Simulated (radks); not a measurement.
Polarisabilities and homonuclear dispersion coefficients (atomic units). Calculated with a radial shooting solver on a logarithmic mesh with Libxc functionals: non-relativistic Kohn-Sham, exchange-only LDA, spin-unpolarised, spherical densities, point nucleus. Response by self-consistent Sternheimer equations with the Hartree and adiabatic exchange-only LDA kernel. For heavy and open-shell atoms this level of theory can miss by tens of per cent. "Uncoupled" leaves out the induced potential. Quadrupole and octupole values are given only where no p, d or f shell is open. The Sternheimer factor gamma scales a distant field gradient at the nucleus by 1 - gamma.

species  configuration  alpha1 (bohr^3)  alpha1, uncoupled  alpha2 (bohr^5)  alpha3 (bohr^7)     C6      C8  Sternheimer gamma  recommended alpha1
Ag2+          [Kr] 4d9            6.180              9.343                -                -  31.94       -                  -                   -
Zr        [Kr] 4d2 5s2            128.0              276.6                -                -   1818       -                  -          112 +/- 13
N         [He] 2s2 2p3            10.06              12.62                -                -  36.18       -                  -         7.4 +/- 0.2
Sr            [Kr] 5s2            207.6              408.4             5947           184300   3387  493000               5.91       197.2 +/- 0.2
Ru        [Kr] 4d7 5s1            75.16              131.1                -                -  724.8       -                  -           72 +/- 10
Xe                [Xe]            30.71              51.39            269.4             4853  332.9   15110               -169       27.32 +/- 0.2
Cl        [Ne] 3s2 3p5            17.03              25.64                -                -  110.3       -                  -        14.6 +/- 0.1

Recommended values: Schwerdtfeger and Nagle, table of static dipole polarisabilities (2023 update), measured or computed.

Beside tabulated values, note that relativity, absent from the non-relativistic runs, is large for the heavy elements, and spin-unpolarised runs miss the spin-polarisation part of the exchange energy of open shells.
